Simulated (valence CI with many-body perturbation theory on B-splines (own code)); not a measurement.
# Ta⁴¹⁺: electric-dipole lines

Calculated by relativistic CI+MBPT: four valence electrons over a frozen Dirac-Fock core [Ar] 3d10, radial functions for each j: 11 s, 11 p, 10 d, 8 f, 5 g, 2 h, with the one-electron correlation potential Σ1 (screened to all orders), the two-electron term Σ2, the three-electron term Σ3, Breit, model QED; selected single and double excitations, second order for the rest, scaled by the run's own slope (own B-spline code, finite nucleus).

No measured spectrum was set against this ion. As an estimate, large intervals hold to a few tenths of a per cent, small ones and those within an open d or f shell to about a per cent. Among the levels kept, up to 390 cm⁻¹ of a level comes from second order outside the variational space, and about a tenth of that is noise between levels of different J, which matters for small intervals.

Lines 151 to 200 of 553 in falling wavelength, among levels below 632.70 eV, chosen from the strongest by gf and those to the six lowest levels. Wavelengths and rates use the calculated energies. Electric multipoles are in the length gauge with retardation, E1 and E2 with the static RPA response of the core. Weak lines are less certain than strong ones. Lines between different terms over intervals too small for the method are left out, as are lines whose strength nearly cancels. Where a level lies close to another of its J and parity, the split of strength between their lines is uncertain. The highest levels of a list are the least certain.

Levels are named by their leading jj configuration (3d3/2^4 stands for four electrons in 3d with j = 3/2), which in mixed levels can hold well under half, so a name can repeat and another be missing. Letters in brackets count levels of one name in rising energy.

| λ vac (nm) | Upper | Lower | A (s⁻¹) | S (a.u.) |
| --- | --- | --- | --- | --- |
| 6.900 | (4s^2 4d5/2^2) J=2 | (4s^2 4p3/2 4d5/2) J=2 | 3.52e+11 | 2.85e-01 |
| 6.890 | (4s 4p1/2 4p3/2 4f7/2) J=3 [c] | (4s 4p1/2 4p3/2 4d5/2) J=3 [a] | 1.92e+11 | 2.17e-01 |
| 6.885 | (4s 4p1/2 4p3/2 4f5/2) J=5 [b] | (4s 4p1/2 4p3/2 4d5/2) J=4 [b] | 2.80e+11 | 4.97e-01 |
| 6.884 | (4s 4p1/2 4d3/2 4d5/2) J=1 [a] | (4s 4p1/2 4p3/2 4d3/2) J=1 [a] | 1.54e+11 | 7.46e-02 |
| 6.878 | (4s 4p1/2 4p3/2 4f7/2) J=5 [a] | (4s 4p1/2 4p3/2 4d5/2) J=4 [a] | 1.95e+11 | 3.45e-01 |
| 6.878 | (4s 4p3/2^2 4d5/2) J=2 [a] | (4s 4p3/2^3) J=2 | 6.74e+10 | 5.41e-02 |
| 6.876 | (4s 4p1/2 4p3/2 4f5/2) J=3 [d] | (4s 4p1/2 4p3/2 4d5/2) J=2 [b] | 8.20e+10 | 9.21e-02 |
| 6.874 | (4s 4p1/2 4d3/2 4d5/2) J=1 [a] | (4s 4p1/2 4p3/2 4d3/2) J=0 [a] | 1.43e+11 | 6.90e-02 |
| 6.873 | (4s^2 4p3/2 4f7/2) J=3 [a] | (4s^2 4p3/2 4d3/2) J=3 | 1.20e+11 | 1.35e-01 |
| 6.869 | (4s 4p1/2 4p3/2 4f7/2) J=1 | (4s 4p1/2 4p3/2 4d5/2) J=1 [a] | 1.56e+11 | 7.49e-02 |
| 6.865 | (4s 4p1/2 4p3/2 4d5/2) J=2 [a] | (4s 4p1/2 4p3/2^2) J=2 [a] | 2.37e+11 | 1.89e-01 |
| 6.864 | (4s^2 4p1/2 4d5/2) J=2 | (4s^2 4p1/2 4p3/2) J=2 | 1.59e+10 | 1.27e-02 |
| 6.856 | (4s 4p1/2 4p3/2 4d5/2) J=2 [d] | (4s 4p1/2 4p3/2^2) J=2 [b] | 5.77e+10 | 4.59e-02 |
| 6.846 | (4s 4p1/2 4p3/2 4f5/2) J=4 [c] | (4s 4p1/2 4p3/2 4d3/2) J=3 [b] | 8.60e+10 | 1.23e-01 |
| 6.845 | (4s 4p1/2^2 4f7/2) J=3 [b] | (4s 4p1/2^2 4d5/2) J=3 | 4.00e+10 | 4.44e-02 |
| 6.842 | (4s 4p1/2 4p3/2 4f7/2) J=3 [b] | (4s^2 4p1/2 4f7/2) J=3 | 3.78e+10 | 4.19e-02 |
| 6.842 | (4p1/2 4p3/2^2 4d5/2) J=3 | (4s 4p1/2 4p3/2 4d3/2) J=2 [e] | 5.08e+10 | 5.63e-02 |
| 6.839 | (4s 4p1/2^2 4d5/2) J=2 | (4s 4p1/2^2 4p3/2) J=2 | 9.30e+10 | 7.34e-02 |
| 6.838 | (4s 4p1/2 4d5/2^2) J=2 | (4s 4p1/2 4p3/2 4d5/2) J=2 [a] | 9.33e+10 | 7.36e-02 |
| 6.814 | (4s 4p1/2 4p3/2 4d5/2) J=3 [a] | (4s^2 4p1/2 4d5/2) J=3 | 1.60e+11 | 1.75e-01 |
| 6.807 | (4s 4p1/2 4p3/2 4f5/2) J=4 [d] | (4s^2 4p1/2 4f7/2) J=3 | 3.15e+10 | 4.42e-02 |
| 6.803 | (4s 4p1/2 4p3/2 4f5/2) J=4 [b] | (4s^2 4p1/2 4f5/2) J=3 | 7.20e+10 | 1.01e-01 |
| 6.796 | (4s 4p1/2 4p3/2 4f5/2) J=4 [c] | (4s 4p1/2 4p3/2 4d5/2) J=4 [a] | 6.94e+10 | 9.68e-02 |
| 6.789 | (4s 4p1/2 4p3/2 4f5/2) J=1 [b] | (4s 4p1/2 4p3/2 4d3/2) J=1 [c] | 2.47e+11 | 1.14e-01 |
| 6.784 | (4s 4p1/2 4p3/2 4d5/2) J=4 [c] | (4s 4p1/2 4p3/2^2) J=3 | 5.67e+11 | 7.87e-01 |
| 6.783 | (4s^2 4p3/2 4f7/2) J=3 [a] | (4s^2 4p3/2 4d3/2) J=2 | 1.60e+11 | 1.72e-01 |
| 6.770 | (4s 4p1/2 4d5/2^2) J=1 [a] | (4s 4p1/2 4p3/2 4d5/2) J=2 [b] | 2.92e+11 | 1.34e-01 |
| 6.755 | (4s 4p1/2 4d5/2^2) J=2 | (4s^2 4p1/2 4f7/2) J=3 | 9.07e+10 | 6.90e-02 |
| 6.754 | (4s 4p3/2^2 4d5/2) J=2 [b] | (4s 4p3/2^3) J=2 | 8.90e+11 | 6.77e-01 |
| 6.753 | (4s 4p1/2 4p3/2 4d5/2) J=2 [d] | (4s 4p1/2 4p3/2^2) J=1 [a] | 1.91e+11 | 1.45e-01 |
| 6.752 | (4s^2 4d3/2 4d5/2) J=1 | (4s^2 4p3/2 4d3/2) J=0 | 2.42e+11 | 1.10e-01 |
| 6.746 | (4s 4p3/2^2 4d3/2) J=2 [b] | (4s^2 4p3/2 4d3/2) J=1 | 1.84e+11 | 1.39e-01 |
| 6.746 | (4s 4p3/2^2 4d5/2) J=4 [b] | (4s^2 4p3/2 4d5/2) J=4 | 1.13e+11 | 1.54e-01 |
| 6.745 | (4s 4p1/2 4d3/2 4d5/2) J=2 [b] | (4s 4p1/2 4p3/2 4d3/2) J=3 [a] | 1.20e+11 | 9.10e-02 |
| 6.742 | (4s 4p1/2 4p3/2 4f5/2) J=4 [e] | (4s 4p1/2 4p3/2 4d5/2) J=4 [b] | 9.29e+10 | 1.26e-01 |
| 6.740 | (4s 4p1/2 4p3/2^2) J=3 | (4s^2 4p1/2 4p3/2) J=2 | 2.81e+11 | 2.98e-01 |
| 6.740 | (4s 4p1/2 4d3/2 4d5/2) J=3 [b] | (4s 4p1/2 4p3/2 4d3/2) J=3 [a] | 8.31e+10 | 8.78e-02 |
| 6.729 | (4s 4p1/2 4p3/2 4f5/2) J=2 [b] | (4s 4p1/2 4p3/2 4d3/2) J=2 [d] | 8.54e+10 | 6.42e-02 |
| 6.721 | (4s^2 4d3/2 4d5/2) J=1 | (4s^2 4p3/2 4d3/2) J=1 | 2.26e+11 | 1.01e-01 |
| 6.719 | (4s 4p1/2 4d3/2 4d5/2) J=3 [d] | (4s 4p1/2 4p3/2 4d3/2) J=2 [b] | 4.90e+10 | 5.13e-02 |
| 6.708 | (4s^2 4p1/2 4d5/2) J=2 | (4s^2 4p1/2 4p3/2) J=1 | 4.84e+11 | 3.61e-01 |
| 6.707 | (4s 4p1/2 4p3/2 4f5/2) J=3 [d] | (4s 4p1/2 4p3/2 4d3/2) J=3 [c] | 8.42e+10 | 8.78e-02 |
| 6.707 | (4s 4p1/2 4p3/2 4f5/2) J=4 [e] | (4s 4p1/2 4p3/2 4d5/2) J=3 [b] | 1.32e+11 | 1.77e-01 |
| 6.706 | (4s 4p1/2 4p3/2 4f5/2) J=3 [b] | (4s 4p1/2 4p3/2 4d3/2) J=2 [c] | 1.94e+11 | 2.03e-01 |
| 6.706 | (4s^2 4d5/2^2) J=0 | (4s^2 4p3/2 4d5/2) J=1 | 9.90e+11 | 1.47e-01 |
| 6.704 | (4s 4p3/2^2 4d3/2) J=2 [b] | (4s^2 4p3/2 4d3/2) J=2 | 1.29e+11 | 9.63e-02 |
| 6.700 | (4s 4p1/2 4p3/2 4f7/2) J=4 [e] | (4s 4p1/2 4p3/2 4d5/2) J=3 [a] | 5.21e+10 | 6.97e-02 |
| 6.698 | (4s 4p3/2^2 4d5/2) J=2 [c] | (4s 4p3/2^3) J=1 | 1.09e+12 | 8.07e-01 |
| 6.694 | (4s 4p1/2 4p3/2 4f5/2) J=2 [d] | (4s 4p1/2 4p3/2 4d3/2) J=1 [d] | 1.03e+11 | 7.60e-02 |
| 6.694 | (4s 4p1/2 4d5/2^2) J=3 | (4s 4p1/2 4p3/2 4d5/2) J=2 [a] | 4.58e+10 | 4.75e-02 |
